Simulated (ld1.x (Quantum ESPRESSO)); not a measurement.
# chlorine (Cl): one change to an ultrasoft potential, before and after

- Element: Cl
- Generator: ld1.x (Quantum ESPRESSO) 7.5
- Type: ultrasoft
- Functional: PBE
- Relativity: scalar-relativistic
- Frozen core: [Ne]
- Valence charge: 7
- Reference configuration: 3s2 3p5
- Partial waves: 3s (bound): rcut 1.10, rcutus 1.35 bohr; 3s channel at -0.7 Ry: rcut 1.10, rcutus 1.35 bohr; 3p (bound): rcut 1.10, rcutus 1.20 bohr; 3p channel at 2.95 Ry: rcut 1.10, rcutus 1.20 bohr; 3d channel at 0.05 Ry: rc 1.25 bohr
- Local potential: the d channel
- Core correction: Bessel-smoothed model core, default radius (core density twice the valence density)
- Augmentation charge: PSQ, inside the norm-conserving radii

Change: functional revPBE; added wave 3d channel at 1.6 Ry: rc 1.25 bohr; local potential all-electron potential smoothed inside 1.15 bohr (lloc = -1).

Cutoffs: the cutoffs (Ry, on a coarse ladder) from which the occupation-weighted sum of valence levels, in a spherical-Bessel basis at the reference potential, stays within 10 and 1 mRy of its value at 400 Ry; they do not see the model core or the augmentation charge, which bear on the density cutoff. Errors are all-electron minus pseudo energies relative to the spin-unpolarised reference configuration.

Question: How do hardness, ghosts and transferability respond?

Answer: The potential gets neither clearly harder nor softer (18 Ry and 50 Ry → 18 Ry and 55 Ry); of the 7 tests that both files solve, the error grows in 2 and shrinks in 0 by more than 15 % and 0.3 meV (median size 2.1 → 2.5 meV); neither file shows a bound ghost.

```csv
quantity,base,changed
"cutoff, loose",18 Ry,18 Ry
"cutoff, tight",50 Ry,55 Ry
bound ghosts,none,none
"error for 3s2 3p4, meV [ΔE 13.88 → 13.85 eV]",-1.3,-1.3
"error for 3s2 3p3, meV [ΔE 39.32 → 39.27 eV]",-3.7,-4.1
"error for 3s2 3p2, meV [ΔE 77.63 → 77.55 eV]",-8.9,-10
"error for 3s2 3p1, meV [ΔE 129.87 → 129.77 eV]",-19,-23
"error for 3s1 3p5, meV [ΔE 26.58 → 26.57 eV]",-2.1,-2.5
"error for 3s2 3p4.5, meV [ΔE 5.58 → 5.57 eV]",-0.5,-0.5
"error for 3s1 3p6, meV [ΔE 12.15 → 12.17 eV]",-0.1,-0.3
s: phases at 1.51 bohr within 0.05 rad from the reference energy up to (Ry; the scan ends near 5),to the end of the scan,to the end of the scan
p: phases at 1.51 bohr within 0.05 rad from the reference energy up to (Ry; the scan ends near 5),to the end of the scan,to the end of the scan
d: phases at 1.51 bohr within 0.05 rad from the reference energy up to (Ry; the scan ends near 5),to the end of the scan,to the end of the scan
lowest overlap eigenvalue by channel,"s 0.40, p 0.72","s 0.43, p 0.73, d 1.00"
```
